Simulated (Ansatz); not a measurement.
Geometry optimisation, Ansatz 0.2.0, DFT PBEsol, scalar-relativistic, plane waves, PAW.

Input file:

```yaml
crystal:
  lattice:
    - [8.1, 0.0, 0.0]
    - [0.0, 8.1, 0.0]
    - [0.0, 0.0, 8.1]
  atoms:
    - { symbol: Al, position: [0.5, 0.0, 0.0] }
    - { symbol: Al, position: [0.75, 0.25, 0.0] }
    - { symbol: Al, position: [0.75, 0.0, 0.25] }
    - { symbol: Al, position: [0.0, 0.0, 0.0] }
    - { symbol: Al, position: [0.25, 0.25, 0.0] }
    - { symbol: Al, position: [0.5, 0.5, 0.0] }
    - { symbol: Al, position: [0.75, 0.75, 0.0] }
    - { symbol: Al, position: [0.25, 0.0, 0.25] }
    - { symbol: Al, position: [0.5, 0.25, 0.25] }
    - { symbol: Al, position: [0.75, 0.5, 0.25] }
    - { symbol: Al, position: [0.5, 0.0, 0.5] }
    - { symbol: Al, position: [0.75, 0.25, 0.5] }
    - { symbol: Al, position: [0.75, 0.0, 0.75] }
    - { symbol: Al, position: [0.0, 0.5, 0.0] }
    - { symbol: Al, position: [0.25, 0.75, 0.0] }
    - { symbol: Al, position: [0.0, 0.25, 0.25] }
    - { symbol: Al, position: [0.25, 0.5, 0.25] }
    - { symbol: Al, position: [0.5, 0.75, 0.25] }
    - { symbol: Al, position: [0.0, 0.0, 0.5] }
    - { symbol: Al, position: [0.25, 0.25, 0.5] }
    - { symbol: Al, position: [0.5, 0.5, 0.5] }
    - { symbol: Al, position: [0.75, 0.75, 0.5] }
    - { symbol: Al, position: [0.25, 0.0, 0.75] }
    - { symbol: Al, position: [0.5, 0.25, 0.75] }
    - { symbol: Al, position: [0.75, 0.5, 0.75] }
    - { symbol: Al, position: [0.0, 0.75, 0.25] }
    - { symbol: Al, position: [0.0, 0.5, 0.5] }
    - { symbol: Al, position: [0.25, 0.75, 0.5] }
    - { symbol: Al, position: [0.0, 0.25, 0.75] }
    - { symbol: Al, position: [0.25, 0.5, 0.75] }
    - { symbol: Al, position: [0.5, 0.75, 0.75] }
    - { symbol: Al, position: [0.0, 0.75, 0.75] }
    - { symbol: Cu, position: [-0.23528982, 0.98940675, 0.00424406] }
basis:
  ecutwfc: 420.0
kpoints:
  mp_grid: { grid: [2, 2, 2] }
hamiltonian:
  xc: pbesol
  pseudopotentials: { kind: paw, azcp: { folder: soft_1 } }
scf:
  occupations: { method: fermi_dirac, width: 0.05 }
  lower_state_search: "off"
relax:
  f_tol: 0.03
  max_steps: 60
  adjacent_minimum: "off"
```

Launched with:

```bash
$ ansatz run input.yaml --threads 2 --pin off --max-ram 5120MiB --backend cpu --events-out ev --progress --plain --runs-dir out
```

Task: Where does it end, and by what steps?

Result: The forces met the threshold. The force dipped under the threshold on the way, but the program's further checks kept it going. Limits of this set-up: coarse k mesh, PAW files made for another functional, a small cell, in which the defect meets its images. After 4 steps the energy has fallen by 4.248 eV; Al4 moved furthest, 0.32 Å.

```tsv
step	energy less start (eV)	largest force component (eV/Å)	accepted
0	0.0000	7.575	yes
1	-3.5771	2.160	yes
2	-4.2380	0.168	yes
3	-4.2475	0.014	yes
4	-4.2475	0.014	yes
```

```xyz
33
Lattice="8.1000 0.0000 0.0000 0.0000 8.1000 0.0000 0.0000 0.0000 8.1000" Properties=species:S:1:pos:R:3
Al 3.738 -0.002 0.001
Al 6.078 2.338 0.001
Al 6.078 -0.002 2.342
Al 0.321 -0.003 0.001
Al 2.029 2.103 0.001
Al 3.973 4.047 0.001
Al 6.078 5.756 0.001
Al 2.029 -0.003 2.106
Al 4.022 2.055 2.058
Al 6.079 4.047 2.106
Al 3.974 -0.003 4.051
Al 6.079 2.102 4.051
Al 6.078 -0.002 5.760
Al 0.083 4.047 0.001
Al 2.029 5.992 0.001
Al 0.035 2.054 2.058
Al 2.028 4.048 2.052
Al 4.022 6.040 2.058
Al 0.083 -0.003 4.051
Al 2.028 2.049 4.051
Al 4.027 4.048 4.051
Al 6.079 5.993 4.051
Al 2.029 -0.003 5.996
Al 4.021 2.055 6.044
Al 6.079 4.047 5.996
Al 0.035 6.041 2.057
Al 0.030 4.048 4.051
Al 2.028 6.046 4.051
Al 0.035 2.054 6.044
Al 2.028 4.048 6.050
Al 4.022 6.040 6.044
Al 0.035 6.041 6.045
Cu -2.020 8.097 0.001
```

Time of the run: 41 s on 2 threads of Arm Neoverse V2, with other jobs on the host, peak memory 1.1 GiB.
